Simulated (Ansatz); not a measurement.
Reaction (ligand exchange at the Al–N bond): `C[NH][Al]([F])[Cl]` + H–F → `[F][Al]([F])[Cl]` + CH₃NH₂

Calculated with Ansatz (gas phase, PBE0-D4/def2-TZVP geometries, no zero-point term in ΔE). CCSD(T)/CBS is the MP2 limit (def2-TZVPP, def2-QZVPP) plus CCSD(T) − MP2 in def2-TZVPP, frozen cores. This one scheme is used for every species. Functionals use def2-TZVPP. B3LYP here is the variant with VWN-RPA as its local correlation; programs differ in this. HSE06 is defined as in plane-wave codes. Each species was taken in one conformer, which may not be the lowest.

CCSD(T)/CBS gives -79.8 kJ/mol.

(1) Another level gave -81.0 kJ/mol. Which?
A. B3LYP/def2-TZVPP
B. LDA (SPW92)/def2-TZVPP
C. HSE06-D4/def2-TZVPP
D. ωB97M-V/def2-TZVPP

Largest T1 diagnostic among the species: 0.012.

Results:

(1) D. ωB97M-V -81.0, B3LYP -87.7, LDA (SPW92) -70.5, HSE06-D4 -75.8 kJ/mol.

The D4 term adds +7.1 kJ/mol with B3LYP and +4.0 kJ/mol with PBE0; it sums over pairs of atoms, weighted by their polarisabilities, and B3LYP, whose exchange is more repulsive, gets the larger term. At CCSD(T), def2-SVP lies −4.9 kJ/mol from the extrapolated value and def2-TZVPP +0.7 kJ/mol.
